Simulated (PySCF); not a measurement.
Constitutional and geometric isomers with formula CH5BSi. Isolated molecules, 0 K electronic values unless said otherwise. One relaxed conformer stands for each flexible species; it need not be the lowest. Strings in code marks are SMILES.

Calculation: r2SCAN-D4/def2-TZVP (PySCF). All candidates: neutral, multiplicity 1. Delta-SCF ions had no search for a lower state. Excitations are Tamm–Dancoff values on a coarser integration grid. The basis has no diffuse functions, so Rydberg states are missing or too high.

The brightest of the four lowest singlets (TDA) comes out as 4.21 eV and the vertical ionisation energy (Delta-SCF) is 8.82 eV. The S1 excitation (TDA) comes out as 4.21 eV.

Problem. Name which member has these values.
A. `B[SiH]=C`
B. `C=B[SiH3]`
C. `CB=[SiH2]`
D. `[H]/B=[SiH]/C`

Solution. A, `B[SiH]=C`. The others give `C=B[SiH3]`: 6.22 eV, 8.84 eV, 3.15 eV; `[H]/B=[SiH]/C`: 5.02 eV, 7.45 eV, 1.39 eV; `CB=[SiH2]`: 4.83 eV, 7.61 eV, 2.10 eV
